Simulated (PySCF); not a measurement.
B(NCO)(OH)(OMe) (C₂H₄BNO₃), SMILES O(B(O)N=C=O)C. Atoms are numbered in the order given.

```xyz
11

B      0.2901     0.4297    -0.3069
N      0.0617     0.0850     1.0771
C     -0.4154    -0.6235     1.9245
O     -0.8440    -1.2608     2.8071
O      1.0313     1.5253    -0.6317
H      1.3536     1.9973     0.1453
O     -0.2433    -0.3521    -1.2731
C     -0.0485    -0.0569    -2.6445
H      1.0211    -0.0754    -2.9118
H     -0.5774    -0.8198    -3.2334
H     -0.4489     0.9373    -2.9031
```

Coordinates come from a B3LYP-D3(BJ)/def2-SVP optimisation. The structure was generated by enumeration, and PubChem lists no compound with its InChIKey, so it may never have been made. One conformer was computed; it need not be the lowest.

Method: TDA-PBE/def2-SVPD run with PySCF.

Vertical excitations. Gas-phase values at a fixed geometry.

```tsv
state	energy (eV)	λ (nm)	f	main pairs
S1	6.37	195	0.003	HOMO→LUMO+1 99 %
S2	6.63	187	0.000	HOMO−1→LUMO 98 %
S3	6.70	185	0.048	HOMO−1→LUMO+1 66 %, HOMO→LUMO 32 %
S4	6.90	180	0.123	HOMO→LUMO 54 %, HOMO−1→LUMO+1 24 %, HOMO−2→LUMO 10 %, HOMO−1→LUMO+2 9 %
S5	6.91	179	0.000	HOMO−2→LUMO+1 99 %
S6	7.10	175	0.000	HOMO−3→LUMO 99 %
S7	7.17	173	0.002	HOMO−3→LUMO+1 98 %
S8	7.22	172	0.001	HOMO→LUMO+2 98 %
S9	7.40	168	0.064	HOMO−2→LUMO 62 %, HOMO−1→LUMO+2 30 %
S10	7.54	164	0.007	HOMO→LUMO+3 99 %
T1	5.92	209	0	HOMO→LUMO 94 %
T2	6.27	198	0	HOMO→LUMO+1 75 %, HOMO−1→LUMO 23 %
T3	6.38	194	0	HOMO−2→LUMO 57 %, HOMO−1→LUMO+1 28 %, HOMO−1→LUMO+2 9 %
T4	6.40	194	0	HOMO−1→LUMO 70 %, HOMO→LUMO+1 25 %
```
Triplets are in the Tamm–Dancoff approximation.
